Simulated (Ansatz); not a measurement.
Born–Oppenheimer molecular dynamics of F₃HOSi (6 atoms, charge 0, multiplicity 1). It starts from a relaxed structure.

Level of theory: Ansatz, RHF/def2-SVP.

* ensemble: NVE (velocity Verlet)
* time step: 0.25 fs
* steps asked: 166
* starting velocities drawn for: 700 K
* seed: 893846

First frame:

```xyz
6
Properties=species:S:1:pos:R:3
Si -0.020 -0.026 0.015
O -0.044 -0.098 1.613
H -0.831 -0.156 2.133
F 1.477 0.015 -0.468
F -0.760 1.257 -0.537
F -0.730 -1.273 -0.648
```

(1) What does the run give?

(2) What happens to the structure?

(3) How do temperature and energy run in time?

Results:

(1) The run went to its last step.

```
steps done                                               : 166
time covered                                             : 41.5 fs
mean temperature over the second half                    : 319 K
spread of the potential energy over the second half      : 5.5 meV per atom
mean potential energy of the second half above the start : 32.9 meV per atom
```

The conserved energy stayed within 0.019 meV per atom of its start (net change 0.015 meV per atom), so the integration is sound. A run of 0.042 ps of so small a system gives no equilibrium averages.

(2) The same pairs are bonded in the first frame and the last. Pairs count as bonded within 1.25 times the sum of covalent radii (0.12 Å more for H–H). This is one draw of velocities; another would differ in detail.

(3) 
```
time (fs)  T (K)  potential energy less start (eV)  conserved less start (meV/atom)
        0    700                             0.000                             0.00
     1.25    681                             0.010                             0.01
      2.5    635                             0.034                             0.00
     3.75    565                             0.070                             0.01
        5    482                             0.113                             0.01
     6.25    417                             0.147                             0.01
      7.5    374                             0.169                             0.01
     8.75    345                             0.184                             0.02
       10    342                             0.185                             0.02
    11.25    363                             0.174                             0.01
     12.5    388                             0.161                             0.01
    13.75    420                             0.145                             0.01
       15    454                             0.127                             0.00
    16.25    468                             0.120                             0.00
     17.5    456                             0.126                             0.01
    18.75    427                             0.141                             0.00
       20    376                             0.168                             0.01
    21.25    311                             0.201                             0.01
     22.5    261                             0.227                             0.01
    23.75    227                             0.244                             0.01
       25    208                             0.255                             0.02
    26.25    218                             0.250                             0.02
     27.5    251                             0.232                             0.01
    28.75    289                             0.212                             0.01
       30    337                             0.188                             0.01
    31.25    382                             0.164                             0.00
     32.5    403                             0.154                             0.01
    33.75    405                             0.153                             0.01
       35    395                             0.158                             0.01
    36.25    368                             0.171                             0.01
     37.5    342                             0.185                             0.01
    38.75    335                             0.189                             0.01
       40    338                             0.187                             0.01
    41.25    351                             0.181                             0.02
```

Run time: 68 s on 1 thread of AMD EPYC 9B45 (Zen 5), on a shared host, peak memory 0.15 GiB.
